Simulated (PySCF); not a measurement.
C₂H₁₂O₂SSi₃.
Z-matrix (Å and degrees, PBE0-D3(BJ)/def2-SVP geometry), rows numbered from 1:
```
C 
O   1  1.4058
Si  2  1.6612  1  123.77
Si  3  2.3352  2  108.22  1  -178.49
O   4  1.6717  3  104.05  2   169.68
Si  5  1.6588  4  144.23  3  -164.28
S   3  2.1516  2  109.37  1   -61.49
C   7  1.8245  3   97.86  2   161.03
H   1  1.1039  2  111.70  3    56.45
H   1  1.1000  2  108.55  3   176.05
H   1  1.1051  2  111.58  3   -64.75
H   3  1.5031  2  111.64  1    56.66
H   4  1.4974  3  114.70  2   -70.80
H   4  1.4965  3  110.30  2    51.69
H   6  1.4941  5  110.55  4    48.51
H   6  1.4909  5  107.71  4   168.27
H   6  1.4939  5  110.49  4   -72.25
H   8  1.0986  7  110.88  3    56.46
H   8  1.0981  7  106.68  3   174.85
H   8  1.0993  7  111.29  3   -66.34
```

Computed, not measured: PySCF, TDDFT wB97X-D/def2-SVPD, vertical, gas phase, core orbitals frozen in the response.

Kohn–Sham orbitals with the atoms that hold most of them (Löwdin shares over 4%, at most four atoms; ? is withheld):

| orbital | ε (eV) | atoms |
| --- | --- | --- |
| LUMO+2 | 1.93 | S7 16%, Si3 14%, Si6 14%, Si4 12% |
| LUMO+1 | 1.86 | S7 25%, Si3 23%, Si4 16%, H12 7% |
| LUMO | 0.90 | Si4 20%, Si3 18%, S7 11%, Si6 9% |
| HOMO | ? | ? |
| HOMO-1 | -9.80 | ? |
| HOMO-2 | -10.18 | O2 31%, Si3 15%, H12 9%, S7 9% |
| HOMO-3 | -10.58 | O5 34%, Si4 15%, Si6 12%, H14 11% |

Task: Give the leading atoms of the HOMO-1.

Result: S7 (bonded to C and Si) 36%; O2 (bonded to C and Si) 15%; Si3 (bonded to O, S, Si and H) 15%; Si4 (bonded to O, Si and 2 H) 8%. By element: sulfur 36%, silicon 23% or more, oxygen 15% or more.

Task: Give the leading atoms of the HOMO.

Result: S7 (bonded to C and Si) 60%; Si3 (bonded to O, S, Si and H) 10%; C8 (bonded to S and 3 H) 9%; Si4 (bonded to O, Si and 2 H) 8%. By element: sulfur 60%, silicon 18% or more, carbon 9% or more.

Task: What is the HOMO energy, and the HOMO–LUMO gap?

Result: ε(HOMO) = -8.50 eV; the gap is 9.40 eV (0.3454 hartree).

Task: How does S1 compare with the orbital gap of 9.40 eV?

Result: S1 is at 5.11 eV (f = 0.019), 4.29 eV below the gap, made of HOMO→LUMO (79%), HOMO→LUMO+2 (11%). 

Task: One configuration dominates each of S1 and S2. Which, and how do the shares of the two leading atoms of either orbital change from the occupied to the empty one?

Result: 
- S1 (5.11 eV, f 0.019), HOMO→LUMO (79%): S7 60% → 11%, Si3 10% → 18%, Si4 8% → 20%
- S2 (5.96 eV, f 0.0082), HOMO→LUMO+1 (81%): S7 60% → 25%, Si3 10% → 23%

One conformer stands for the species.
